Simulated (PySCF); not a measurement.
Structure with atom numbers: `[F:1][c:2]1[cH:3][cH:4][c:5]([F:6])[o:7]1`. Hydrogens are named by the atom that carries them.

How the numbers were obtained: NMR shieldings at PBE0/pcSseg-1/GIAO, GFN2-xTB structure, in PySCF 2.14 (gas phase, one conformer, averaged over atoms made equivalent by symmetry, fast rotation or ring inversion, relativity neglected).

**Question.** List the cross peaks expected in HSQC, COSY and HMBC spectra.

**Answer.** 

HSQC (one-bond C–H):
```
                δH            δC
5.63 (H(C3)/H(C4))  90.1 (C3/C4)
```

HMBC (two and three bonds, from the bond graph):
```
                δH                           δC
5.63 (H(C3)/H(C4))  157.9 (C2/C5), 90.1 (C3/C4)
```

No COSY cross peaks are expected.

Referencing at the same level of theory: $^{1}$H, $^{13}$C against TMS.

Shifts are as computed. Against solution values, carbons near 30 ppm lie about +3 ppm off and those near 130 ppm about +5 ppm. Of 1211 compounds with measured shifts, 218 miss one by over three times the rms of a fit or turn the order of signals round; such compounds aren't used in these exercises.
